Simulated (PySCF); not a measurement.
# Electron correlation in N⁺ (nitrogen, charge +1)

[He] 2s1 2p3, 2s spin antiparallel (an excited configuration). Calculation: PySCF 2.14, in aug-cc-pwCVTZ; no relativity, point nucleus. Frozen: nothing; 6 electrons correlated.

MP2 pair energies summed by pair of shells (mhartree):

| pair | energy | share (%) |
| --- | --- | --- |
| 2s-2p | -127.24 | 62.9 |
| 1s-1s | -34.41 | 17.0 |
| 2p-2p | -24.13 | 11.9 |
| 1s-2p | -12.96 | 6.4 |
| 1s-2s | -3.40 | 1.7 |

Total MP2 correlation energy: -202.14 mhartree.

Same-spin part -31.20 and opposite-spin part -170.94 mhartree; SCS-MP2 scales them by 1/3 and 6/5 to -215.53 mhartree.
